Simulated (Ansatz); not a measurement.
`B[S][GeH3]` + `C=CNC` → `BN(C)C=C` + `[SH][GeH3]` at 298.15 K and 1 bar (ligand exchange at a B–S bond).

Computed with Ansatz on PBE0-D4/def2-TZVP structures; ΔE is electronic, products minus reactants. CCSD(T)/CBS is the MP2 limit (def2-TZVPP, def2-QZVPP) plus CCSD(T) − MP2 in def2-TZVPP, frozen cores. For Ge outer-core shells are correlated without core-valence functions, which leaves a few kJ/mol of doubt a bond. Scalar relativity is left out up to krypton. Each species was taken in one conformer, which may not be the lowest.

| species | CCSD(T)/CBS energy (Eh) | H − E (kJ/mol) | S (J/(mol·K)) |
| --- | --- | --- | --- |
| `B[S][GeH3]` | -2501.70931 | 138.7 | 324.8 |
| `C=CNC` | -173.03872 | 271.9 | 295.0 |
| `BN(C)C=C` | -198.47223 | 307.7 | 308.9 |
| `[SH][GeH3]` | -2476.30083 | 99.2 | 286.9 |

H − E and S are ideal-gas, rigid-rotor, harmonic terms from PBE0-D4/def2-TZVP, for one conformer and one mirror image of each species. 1 Eh = 2625.50 kJ/mol, R = 8.31446 J/(mol·K).

Q: By hand: ΔE, ΔH, ΔS and ΔG.

A: ΔE = (-198.47223) + (-2476.30083) − (-2501.70931) − (-173.03872) = -0.02503 Eh = -65.7 kJ/mol. Δ(H − E) = 307.7 + 99.2 − 138.7 − 271.9 = -3.7, so ΔH = -69.4 kJ/mol. ΔS = 308.9 + 286.9 − 324.8 − 295.0 = -24.0 J/(mol·K). ΔG = -69.4 − 298.15 × (-24.0)/1000 = -62.2 kJ/mol.

Q: By hand: the equilibrium constant, and the temperature at which ΔG would vanish if ΔH and ΔS stayed fixed.

A: log₁₀ K = −ΔG/(RT ln 10) = 10.9. ΔG = 0 at ΔH/ΔS = 2892 K, far beyond where these terms or the molecules hold.

ΔH outweighs TΔS. A doubt of 5 kJ/mol in ΔE shifts log₁₀ K by 0.9 here. Other conformers and mirror images would add mixing entropy, several J/(mol·K) or more a flexible species. Modes under 60 cm⁻¹, often nearly free rotors, make the harmonic entropy too high. These are equilibria of isolated gas molecules and say nothing of rates. Largest T1 diagnostic: 0.014 (customary marks: 0.02 for closed shells, 0.045 for open ones).
